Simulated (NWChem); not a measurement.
System meant: CH5AlClNO; SMILES C[NH][Al]([OH])[Cl]

Input file for NWChem:

```
start job
memory heap 200 mb stack 700 mb global 900 mb
geometry units angstroms noautosym nocenter noautoz
  Al     0.327663    -0.025131     0.000000
  Cl    -0.355327    -2.014976     0.000000
  N     -0.848597     1.284240     0.000000
  C     -0.591567     2.706909     0.000000
  H     -1.838706     1.062825     0.000000
  H     -1.006461     3.214724     0.890348
  H     -1.006461     3.214724    -0.890348
  H      0.492644     2.896047     0.000000
  O      1.981430     0.346781     0.000000
  H      2.702552    -0.282977     0.000000
end
basis spherical
  * library def2-svp
end
dft
  xc m06-2x
  iterations 150
end
property
  shielding 9 1 2 3 4 5 6 8 9 10
end
task dft property
```

End of the output:

```
 Vector   31  Occ=0.000000D+00  E= 1.041758D-01
              MO Center=  7.2D-01, -1.7D-02,  3.6D-10, r^2= 7.3D+00
   Bfn.  Coefficient  Atom+Function         Bfn.  Coefficient  Atom+Function
  ----- ------------  ---------------      ----- ------------  ---------------
    11      0.844339   1 Al px               87     -0.711872   9 O  s
   100      0.699122  10 H  s                39      0.695061   3 N  s
    53     -0.482034   4 C  s                 4     -0.460422   1 Al s
    81      0.450487   8 H  s                22      0.285802   2 Cl s
    66     -0.257298   5 H  s                30      0.214470   2 Cl py

 center of mass
 --------------
 x =   0.14677286 y =  -0.08569084 z =   0.00000000

 moments of inertia (a.u.)
 ------------------
        1024.245323312083          21.824305330974           0.000000000000
          21.824305330974         351.347040684258           0.000000000000
           0.000000000000           0.000000000000        1364.180348175965

     Multipole analysis of the density
     ---------------------------------

     L   x y z        total         alpha         beta         nuclear
     -   - - -        -----         -----         ----         -------
     0   0 0 0     -0.000000    -28.000000    -28.000000     56.000000

     1   1 0 0      0.058693     -3.678756     -3.678756      7.416205
     1   0 1 0      0.335543     -3.167056     -3.167056      6.669656
     1   0 0 1     -0.000000     -0.000000     -0.000000      0.000000

     2   2 0 0    -28.787787   -112.677425   -112.677425    196.567063
     2   1 1 0     -3.640684     11.460917     11.460917    -26.562518
     2   1 0 1      0.000000      0.000000      0.000000      0.000000
     2   0 2 0    -33.850537   -295.052531   -295.052531    556.254526
     2   0 1 1     -0.000000     -0.000000     -0.000000      0.000000
     2   0 0 2    -30.995986    -18.328845    -18.328845      5.661705

          -----------------------------------------
          Chemical Shielding Tensors (GIAO, in ppm)
          -----------------------------------------

 ------------------------------------------------------------------------
  xm06: d2 not coded                    0
 ------------------------------------------------------------------------
 ------------------------------------------------------------------------
  current input line :
    25: task dft property
 ------------------------------------------------------------------------
 ------------------------------------------------------------------------
 This error has not yet been assigned to a category
 ------------------------------------------------------------------------
 For more information see the NWChem manual at https://nwchemgit.github.io

0: xm06: d2 not coded:Received an Error in Communication
```

Question: Find the fault in this run and fix the input.

Answer: The run crashed. Cause: this functional's second derivatives, which shieldings need, aren't coded here; the fix takes a hybrid GGA instead. This input runs:
```
start job
memory heap 200 mb stack 700 mb global 900 mb
geometry units angstroms noautosym nocenter noautoz
  Al     0.327663    -0.025131     0.000000
  Cl    -0.355327    -2.014976     0.000000
  N     -0.848597     1.284240     0.000000
  C     -0.591567     2.706909     0.000000
  H     -1.838706     1.062825     0.000000
  H     -1.006461     3.214724     0.890348
  H     -1.006461     3.214724    -0.890348
  H      0.492644     2.896047     0.000000
  O      1.981430     0.346781     0.000000
  H      2.702552    -0.282977     0.000000
end
basis spherical
  Al library def2-svp
  Cl library def2-svp
  N library def2-svp
  C library def2-svp
  H library def2-svp
  O library def2-svp
end
dft
  xc pbe0
  iterations 150
end
property
  shielding 9 1 2 3 4 5 6 8 9 10
end
task dft property
```
It converges to -873.06955 Ha (PBE0/def2-SVP, GIAO).
